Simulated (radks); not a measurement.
Results of a calculation; reference values are marked as such.
Q: Ionisation of the lutetium ion Lu22+, [Kr] 4d10 4f3, to Lu23+, [Kr] 4d10 4f2, under several functionals. Non-relativistic Kohn-Sham, spin-polarised, spherical densities, point nucleus; open shells are filled with parallel spins first (spin-orbit coupling, left out, can overturn this in heavy ions); a radial shooting solver on a logarithmic mesh with Libxc functionals. Known Delta-SCF values: TPSS 630.47 eV; r2SCAN 630.52 eV. What does TASK exchange with Perdew-Wang LDA correlation give, and what is its highest occupied eigenvalue?

A: 630.67 eV by Delta-SCF; the 4f eigenvalue is -608.86 eV. NIST: 630 eV (theoretical).

Beside tabulated values, note that relativity, absent from the non-relativistic runs, is large for the heavy elements.
